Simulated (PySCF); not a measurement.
**Radial density of Ti⁺ (titanium, charge +1)**

UHF, [Ar] 3d2 4s1, high-spin 4F determinant. Calculation: PySCF 2.14, in cc-pVDZ (6s5p3d1f, 43 functions); no relativity, point nucleus.

| r (bohr) | 4πr²ρ (e/bohr) | 4πr²(ρα − ρβ) |
| --- | --- | --- |
| 0.00124 | 0.1308 | 0.0001 |
| 0.00209 | 0.3564 | 0.0001 |
| 0.00351 | 0.9474 | 0.0004 |
| 0.00591 | 2.412 | 0.0010 |
| 0.00994 | 5.719 | 0.0023 |
| 0.0167 | 12.03 | 0.0047 |
| 0.0281 | 20.73 | 0.0075 |
| 0.0473 | 26.02 | 0.0067 |
| 0.0795 | 21.90 | 0.0003 |
| 0.134 | 20.60 | 0.0124 |
| 0.225 | 28.00 | 0.0867 |
| 0.379 | 15.90 | 0.3387 |
| 0.637 | 8.241 | 1.0361 |
| 1.07 | 9.210 | 1.3181 |
| 1.80 | 2.370 | 0.8514 |
| 3.03 | 0.5313 | 0.5030 |
| 5.10 | 0.09604 | 0.0960 |
| 8.57 | 0.0007653 | 0.0008 |
